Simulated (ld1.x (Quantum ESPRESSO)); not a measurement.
Which setting gave this result? (magnesium (Mg), RRKJ)

Base potential:

```
Element                 : magnesium (Mg)
Generator               : ld1.x (Quantum ESPRESSO) 7.5
Type                    : norm-conserving RRKJ (Kleinman–Bylander form)
Functional              : PBEsol
Relativity              : scalar-relativistic
Frozen core             : [He]
Valence charge          : 10
Reference configuration : 2s2 2p6 3s2 3p0
Partial waves           : 2s (bound): rc 0.80 bohr; 3d channel at 0.25 Ry: rc 0.60 bohr; 2p (bound): rc 0.75 bohr
Local potential         : the p channel
Core correction         : none
```

Occupied shells without a wave of their own: 3s. They enter only through the test configuration that unscreens the potential.

Cutoffs, loose and tight: the cutoffs (Ry, on a coarse ladder) from which the occupation-weighted sum of valence levels, in a spherical-Bessel basis at the reference potential, stays within 10 and 1 mRy of its value at 400 Ry. They do not see the model core or the augmentation charge, which bear on the density cutoff. Test errors are all-electron minus pseudo excitation energies from the reference, over the configurations 2s2 2p6 3s1 3p0; 2s2 2p6 3s0 3p0; 2s2 2p6 3s1.5 3p0; 2s2 2p6 3s0 3p1; 2s1 2p6 3s2 3p0; 2s2 2p6 3s0 3p2; 2s2 2p5 3s2 3p0; variants that change the core or the reference have their own tests.

Only the scale of all radii (base = 1) is moved (3 further runs of the sweep failed or gave no value and are left out):

```json
{"scale of all radii (base = 1)": "0.97", "cutoff, loose": "260 Ry", "cutoff, tight": "over 300 Ry", "bound ghosts": "none", "largest test error (meV)": "-16", "median size of the test errors": "6.1 meV"}
{"scale of all radii (base = 1)": "1.02", "cutoff, loose": "260 Ry", "cutoff, tight": "over 300 Ry", "bound ghosts": "none", "largest test error (meV)": "-29", "median size of the test errors": "10.1 meV"}
{"scale of all radii (base = 1)": "1.17", "cutoff, loose": "200 Ry", "cutoff, tight": "over 300 Ry", "bound ghosts": "none", "largest test error (meV)": "-102", "median size of the test errors": "20.6 meV"}
{"scale of all radii (base = 1)": "1.26", "cutoff, loose": "180 Ry", "cutoff, tight": "300 Ry", "bound ghosts": "none", "largest test error (meV)": "-159", "median size of the test errors": "43.6 meV"}
{"scale of all radii (base = 1)": "1.32", "cutoff, loose": "160 Ry", "cutoff, tight": "300 Ry", "bound ghosts": "none", "largest test error (meV)": "-216", "median size of the test errors": "58.5 meV"}
{"scale of all radii (base = 1)": "1.4", "cutoff, loose": "140 Ry", "cutoff, tight": "260 Ry", "bound ghosts": "none", "largest test error (meV)": "-302", "median size of the test errors": "107.1 meV"}
```

Question: One more run gave cutoff, loose: 230 Ry; cutoff, tight: over 300 Ry; bound ghosts: none; largest test error (meV): -56; median size of the test errors: 13.2 meV. Which value of the scale of all radii (base = 1) was used?

Answer: 1.09. The median size of the test errors moves one way along this sweep, from 6.1 meV at 0.97 to 107.1 meV at 1.4, which places the run between 1.02 and 1.17.
